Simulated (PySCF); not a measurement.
H5InO3Si, SMILES [OH][In]([OH])[O][SiH3].

Geometry optimised at PBE0-D3(BJ)/def2-SVP. The structure was generated by enumeration; whether it is a known compound was not checked. The def2 effective core potentials stand for the cores of In; spin–orbit coupling is left out. Other conformers were not sampled.

Method: PBE/def2-TZVP (PySCF).

### Question
Estimate the frontier levels, gap, dipole moment and polarisability. (The exact figures need the calculation; the answer reports its results.)

### Answer

```
Item                                                                                                             Value
---------------------------------------------------------------------------------------------  -----------------------
highest occupied level                                                                                        -6.93 eV
lowest empty level                                                                                            -3.21 eV
orbital gap                                                                                                    3.71 eV
dipole moment                                                                                                   3.26 D
quadrupole, principal values (traceless, Buckingham form, about the centre of nuclear charge)  -13.31, 2.74, 10.57 D·Å
mean static polarisability                                                                       73.4 bohr³ (10.88 Å³)
polarisability, principal values                                                                56.4, 74.4, 89.5 bohr³
```
